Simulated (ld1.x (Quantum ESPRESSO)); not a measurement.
## Configuration tests for Tc (Z = 43) (RRKJ)

```
Element                 : Tc
Generator               : ld1.x (Quantum ESPRESSO) 7.5
Type                    : norm-conserving RRKJ (Kleinman–Bylander form)
Functional              : PBE
Relativity              : fully relativistic
Frozen core             : [Kr]
Valence charge          : 7
Reference configuration : 4d5 5s0 5p0 (charge +2)
Partial waves           : 5p (bound, empty): rc 2.35 bohr; 4d (bound): rc 2.00 bohr; 5s (bound, empty): rc 2.25 bohr
Local potential         : the s channel
Core correction         : a·sin(br)/r model core inside 1.95 bohr
rho0                    : 0.005
```

Open shells are filled in proportion to 2j + 1 (rel_dist='average').

Energies are relative to the spin-unpolarised reference configuration 4d5 5s0 5p0; without spin polarisation the order of configurations can differ from experiment. The frozen-core shift is the all-electron ΔE with the core orbitals held at their reference shape minus the fully relaxed ΔE.

```
valence configuration  charge  ΔE all-electron (eV)  error AE − PS (meV)  frozen-core shift (meV)
          4d5 5s2 5p0       0               -23.005                  -15                     +8.1
          4d5 5s1 5p0      +1               -14.852                 -7.3                     +3.7
          4d4 5s0 5p0      +3                28.703                 -192                     +160
          4d6 5s1 5p0       0               -23.944                  -92                      +60
      4d5.5 5s1.5 5p0       0               -23.639                  -29                      +26
          4d4 5s2 5p0      +1               -11.364                 -153                      +69
```

What are ΔE and the potential's error for 4d6 5s0 5p0?

ΔE = -16.839 eV all-electron; the error (AE − PS) is -125 meV.

Levels in the configuration 4d5 5s2 5p0:

```json
{"level": "4d j=3/2", "all-electron (eV)": "-6.834", "pseudo (eV)": "-6.859"}
{"level": "4d j=5/2", "all-electron (eV)": "-6.548", "pseudo (eV)": "-6.572"}
{"level": "5s j=1/2", "all-electron (eV)": "-5.043", "pseudo (eV)": "-5.037"}
```
